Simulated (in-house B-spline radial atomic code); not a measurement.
Values are calculated unless marked as measured or tabulated.
**Two electrons in Ge: a spherical dot of radius 6.28 nm with hard walls with an ionised donor at its centre**

For Ge the NSM archive of the Ioffe Institute lists m_l = 1.6 m0, m_t = 0.08 m0 and ε = 16.2; the model takes one isotropic valley with the conductivity mass 3/(1/m_l + 2/m_t) = 0.117 m0, and so misses anisotropy and the other valleys. All triplets below are those of one valley; with several valleys two electrons can form a triplet in the 1s orbital itself, at an energy set by the valley splitting. Real donors also feel a central-cell potential, which shifts the ground state.

Effective-mass model with parabolic bands, a uniform dielectric constant, no image charges, no central-cell or spin-orbit terms. Two-electron levels come from full CI in B-splines with partial waves to l = 5 (up to 0.001 effective hartree above the limit).

Q: What are the effective units, and what is the potential in them?

A: Ha* = 27211.386 meV × 0.117/16.2² = 12.13 meV and a* = 0.0529177 nm × 16.2/0.117 = 7.327 nm. The radius is R = 0.857 a*, with −1/r added.

In these units the lowest s and p orbitals lie at 3.7536 and 11.5646, and their Coulomb and exchange integrals are J_ss = 2.2044, J_sp = 1.9396 and K_sp = 0.4122. Full CI gives 9.6439 for the ground singlet, 16.8309 for the sp triplet, 17.6020 for the sp singlet and 28.7056 for the lowest triplet of two s orbitals.

Q: What does it cost to add the second electron, to first order and exactly?

A: To first order E = 2ε_s + J_ss = 9.7117, so the charging energy E(2) − 2E(1) is J_ss = 26.74 meV. CI gives 9.6439 − 2 × (3.7536) = 2.1366, or 25.92 meV: relaxation and correlation lower it by 0.823 meV, 3.1 % of J_ss. The s² configuration of one-electron orbitals holds 99.7 % of the state, and the mean radius is 3.02 nm.

Q: How far above the singlet do the triplets lie?

A: To first order the sp triplet lies at ε_s + ε_p + J_sp − K_sp = 16.8456, which is 86.54 meV above 2ε_s + J_ss. CI gives 16.8309 − (9.6439) = 7.1870, or 87.19 meV, 92 % of the orbital spacing of 94.76 meV. The ss triplet lies 231.2 meV up, so the lower of the two is the sp one, and its gap equals k_BT at 1010 K. The sp singlet-triplet splitting is 9.355 meV, against 2K_sp = 10 meV.
